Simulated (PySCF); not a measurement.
C2H6BClFN, SMILES CN(C)B(F)Cl.

Geometry optimised at B3LYP-D3(BJ)/def2-SVP. One conformer was computed; it need not be the lowest.

Computed with r2SCAN/def2-TZVP (PySCF).

Isolated molecule, no solvent.

Computed frontier levels, gap, dipole moment and polarisability:
The highest occupied level comes out as -6.39 eV and the lowest empty level comes out as 0.28 eV. The orbital gap is 6.68 eV, the dipole moment is 0.608 e·Å and the quadrupole, principal values (traceless, Buckingham form, about the centre of nuclear charge) is -1.31, 0.10, 1.21 D·Å. The mean static polarisability is 59.5 bohr³ (8.82 Å³) and the polarisability, principal values is 46.0, 58.5, 74.0 bohr³.
